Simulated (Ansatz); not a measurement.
`C[N]([GeH3])BF`. Total charge 0; spin multiplicity 1.

```xyz
12

C     0.749    0.768    0.979
N    -0.139    0.245   -0.045
Ge    0.095   -1.555   -0.461
B    -1.089    1.063   -0.652
F    -1.903    0.567   -1.596
H     0.537    1.824    1.153
H     1.800    0.677    0.683
H     0.622    0.237    1.929
H    -0.897   -1.961   -1.548
H    -0.120   -2.354    0.836
H     1.552   -1.729   -0.923
H    -1.207    2.219   -0.355
```

Q: List the harmonic frequencies (cm⁻¹, unscaled) at PBE0-D4/def2-TZVP in Ansatz. (Best estimate.)

A: The calculation gave: 50, 159, 160, 225, 242, 269, 495, 563, 635, 643, 839, 867, 887, 896, 1056, 1093, 1152, 1157, 1250, 1441, 1478, 1488, 1519, 2149, 2153, 2215, 2613, 3024, 3077, 3125.

Q: Is this a minimum?

A: Yes, all 30 modes are real.

Q: Give the ideal-gas thermochemistry at 298.15 K and 1 bar (rigid rotor, harmonic oscillator; point group Cs, symmetry number 1).

A: Zero-point energy 220.8 kJ/mol; H(298) − E = 242.9 kJ/mol; entropy 360.9 J/(mol·K), of which translation 170.1, rotation 114.9, vibration 75.9; G(298) − E = 135.3 kJ/mol. Modes under 100 cm⁻¹ are hindered rotations or soft bends, so the harmonic entropy is rough.

Q: And at 400, 500, 600, 800 and 1000 K?

A: 
| T (K) | H − E (kJ/mol) | S (J/mol/K) | G − E (kJ/mol) |
| --- | --- | --- | --- |
| 400 | 255.7 | 397.6 | 96.6 |
| 500 | 270.5 | 430.5 | 55.2 |
| 600 | 287.1 | 460.9 | 10.6 |
| 800 | 324.9 | 515.0 | -87.1 |
| 1000 | 367.2 | 562.1 | -194.9 |

Q: Rotational constants (cm⁻¹)?

A: 0.1362, 0.07903, 0.05146.
